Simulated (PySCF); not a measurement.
Ionisation energy along the 34-electron series

Calculated with PySCF 2.14 and a two-component X2C-1e Hamiltonian (Gaussian nucleus, no Breit or QED terms), each ion in its own even-tempered basis scaled to its charge; GMP2 freezes [Ne] and drops the highest virtual spinors. Values in eV. NIST values: (m) measured, (s) semi-empirical, (t) theoretical.

```csv
ion,configuration,GHF (screened spin-orbit),NIST
Te¹⁸⁺,[Ar] 3d10 4s2 4p4,522.16,522 ± 3 (t)
Xe²⁰⁺,[Ar] 3d10 4s2 4p4,615.01,616 ± 4 (t)
```

Question: Fill in the row of I¹⁹⁺.

Answer: configuration: [Ar] 3d10 4s2 4p4; GHF (screened spin-orbit): 567.76; NIST: 569 ± 4 (t).
